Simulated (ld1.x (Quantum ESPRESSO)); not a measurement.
# What one change does to a pseudopotential (Si, TM)

ld1.x (Quantum ESPRESSO) 7.5 input, shortened:

```
&input
   title='Si', zed=14., rel=0, dft='PBESOL', iswitch=3,
   config='[Ne] 3s2 3p1'
 /
 &inputp
   pseudotype=2, tm=.true., lloc=0,
   nlcc=.true.
 /
2
3P  2  1   1.00   0.00  1.30  1.30  0.0
3S  1  0   2.00   0.00  1.75  1.75  0.0
 &test
   configts(1)='3s2 3p1'
 /
```

Change: all radii but the core radius scaled by about 1.05 (s 1.84, p 1.36 bohr).

Cutoffs: the cutoffs (Ry, on a coarse ladder) from which the occupation-weighted sum of valence levels, in a spherical-Bessel basis at the reference potential, stays within 10 and 1 mRy of its value at 400 Ry; they do not see the model core or the augmentation charge, which bear on the density cutoff. Errors are all-electron minus pseudo energies relative to the spin-unpolarised reference configuration.

**Question.** What does the change do?

**Answer.** The potential gets softer (55 Ry and 80 Ry → 45 Ry and 70 Ry); of the 7 tests that both files solve, the error grows in 1 and shrinks in 2 by more than 15 % and 0.3 meV (median size 4.9 → 3.7 meV); neither file shows a bound ghost. A larger radius leaves more room for a smooth pseudo-wave, so fewer plane waves are needed.

```tsv
quantity	base	changed
cutoff, loose	55 Ry	45 Ry
cutoff, tight	80 Ry	70 Ry
loose cutoff by channel (10 mRy a level)	p 55 Ry, s 12 Ry	p 45 Ry, s 12 Ry
bound ghosts	none	none
error for 3s2 3p2, meV [ΔE -7.72 eV]	+3.6	+3.7
error for 3s2 3p0, meV [ΔE 15.98 eV]	+4.9	+5.8
error for 3s1 3p0, meV [ΔE 49.80 eV]	+25	+26
error for 3s0 3p4, meV [ΔE 5.90 eV]	+6.7	+3.3
error for 3s1 3p3, meV [ΔE -0.99 eV]	+3.0	+2.2
error for 3s2 3p1.5, meV [ΔE -4.81 eV]	+1.1	+1.2
error for 3s2 3p2.3, meV [ΔE -8.65 eV]	+5.2	+5.3
```
